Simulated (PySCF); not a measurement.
C5H13ClSi2, SMILES C(/[SiH2]Cl)=C\[Si](C)(C)C, GFN2-xTB optimised geometry. Atoms within 1.6 Å of the plane z = 1.5 Å (x, y, z in Å): Si1 (2.86, -1.09, 0.90), Cl2 (3.52, -2.08, 2.54), C3 (0.98, -1.12, 0.93), C4 (0.19, -0.57, 0.00), Si5 (-1.70, -0.57, 0.00), C7 (-2.37, -1.47, 1.54), C8 (-2.30, 1.25, 0.00), H9 (3.38, 0.27, 0.96), H11 (0.50, -1.61, 1.77), H16 (-2.04, -1.00, 2.45), H17 (-3.46, -1.48, 1.55), H18 (-2.04, -2.51, 1.56), H20 (-1.96, 1.77, 0.89), H21 (-3.38, 1.30, -0.03).

Level of theory: PBE0/def2-SVP in PySCF. Cells within 0.4 Å of a nucleus heavier than hydrogen are left out (blank, or x).

Map of the electrostatic potential (hartree/e), clipped to [-0.08, 0.12] on the plane z = 1.5 Å:

```
|1111111111111111111111111111111|
|1111111111111111111111111111111|
|1111111111111111111111111111111|
|1111111111111111111111111111111|
|1111111111111111111111111111111|
|1111111111111111111111111111111|
|1111111111111111111111111111111|
|1111111112221111111111111111111|
|1111111123332111111111111111111|
|1111111137852111111111111111111|
|1111111249973111111111111111111|
|1111111237952111000111111111111|
|1111111123432110000011122211111|
|1111111122222110000012247631111|
|1111111223343210000124599941111|
|1111112234554310123359999952111|
|1122222478765322599999999973211|
|1222467999985335999999999995211|
|1224999999995349999999999996211|
|12259999xx994359999999999996210|
|122499999x994349999999999995100|
|1122468999993235996569999994100|
|1112222499994222332235799962000|
|1111111299993211111122334320000|
|1111111246642211111111111000000|
|1111111123322111111110000000000|
|1111111112221111111100000000000|
|1111111111111111111100000000000|
|1111111111111111111100000000000|
|1111111111111111111110000000000|
|1111111111111111111110000000000|
```
Scale: ten equal steps from -0.019 (start of '0') to 0.120 (end of '9'), in the order '0123456789'; x runs from -5.50 to 5.50, y from -5.50 (bottom) to 5.50 (top).
